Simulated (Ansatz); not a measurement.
Cost and result for the atomization energy of `O=[CH][GeH3]` (7 atoms, 6 bonds).

Cartesian coordinates in Å:
```
O -1.154 -1.629 -0.664
C -1.047 -0.507 -0.255
Ge 0.722 0.337 0.171
H -1.960 0.116 -0.095
H 0.716 0.761 1.649
H 1.839 -0.673 -0.109
H 0.883 1.595 -0.698
```

The species carries charge 0 and has multiplicity 1. Correlated methods include outer-core shells of Ge, which these sets cover unevenly. Scalar relativity is left out up to krypton. The structure was optimised at the PBE0-D4/def2-TZVP level. Program: Ansatz. All runs use 2 threads of an Intel Xeon Platinum 8259CL on a shared host. Times are those of one run each, without the atoms' runs, and a repeat can differ threefold. Electronic energies, without spin–orbit coupling; frozen cores. CCSD(T)/CBS adds CCSD(T) − MP2 in def2-TZVPP to the MP2 limit, and its time is that of the two runs behind it. T1 = 0.014. With those shells the extrapolation isn't a true limit. B3LYP takes the VWN-RPA correlation (the form of Gaussian; ORCA's B3LYP/G). HSE06 is the plane-wave form, built on full-range PBE exchange.

CCSD(T)/CBS is a level of theory with its own doubt, some kJ/mol a heavy atom from the limit and from the frozen cores, so smaller differences don't rank the functionals.

```csv
level,functions,wall time
BLYP-D4/def2-TZVPP,166,1.7 s
PBE-D4/def2-TZVPP (with forces),166,2.3 s
PBE0-D4/def2-TZVPP,166,2.5 s
HSE06-D4/def2-TZVPP,166,2.8 s
B3LYP-D4/def2-TZVPP (with forces),166,3.2 s
CCSD(T)/def2-SVP,80,3.4 s
r2SCANh-D4/def2-TZVPP,166,3.7 s
B2PLYP/def2-TZVPP,166,4.2 s
PBE-QIDH/def2-TZVPP,166,5.5 s
ωB97M-V/def2-TZVPP (with forces),166,8.5 s
MP2/def2-QZVPP,323,18 s
CCSD(T)/def2-TZVPP,166,33 s
CCSD(T)/CBS(def2),–,51 s
```

(1) What atomization energy does each give, and how far from CCSD(T)/CBS? (Best estimate.)

Answers

(1) Computed: 
```csv
level,atomization (kJ/mol),difference from CCSD(T)/CBS,per bond
BLYP-D4/def2-TZVPP,2310.2,-0.3,-0.1
PBE-D4/def2-TZVPP (with forces),2350.1,39.6,6.6
PBE0-D4/def2-TZVPP,2289.2,-21.3,-3.6
HSE06-D4/def2-TZVPP,2290.4,-20.1,-3.4
B3LYP-D4/def2-TZVPP (with forces),2299.4,-11.1,-1.9
CCSD(T)/def2-SVP,2180.2,-130.3,-21.7
r2SCANh-D4/def2-TZVPP,2289.2,-21.3,-3.6
B2PLYP/def2-TZVPP,2280.4,-30.1,-5.0
PBE-QIDH/def2-TZVPP,2273.9,-36.6,-6.1
ωB97M-V/def2-TZVPP (with forces),2298.5,-12.0,-2.0
MP2/def2-QZVPP,2311.6,1.1,0.2
CCSD(T)/def2-TZVPP,2259.3,-51.2,-8.5
CCSD(T)/CBS(def2),2310.5,0.0,0.0
```

From r2SCAN to r2SCAN0 (25 % exact exchange), in def2-TZVPP and without D4, the atomization energy moves by −55.9 kJ/mol: exact exchange takes away binding that semilocal exchange gives to molecules. Leaving LDA and LC-ωPBE aside and taking each functional with its dispersion term where it has one, the values, not all of them listed here, spread over 138.5 kJ/mol, from BHLYP-D4 to PBE-D4. LDA lies +326.5 kJ/mol from PBE without D4, its usual overbinding. The D4 term adds +16.0 kJ/mol with B3LYP and +8.2 kJ/mol with PBE0; it sums over pairs of atoms, weighted by their polarisabilities, and B3LYP, whose exchange is more repulsive, gets the larger term.
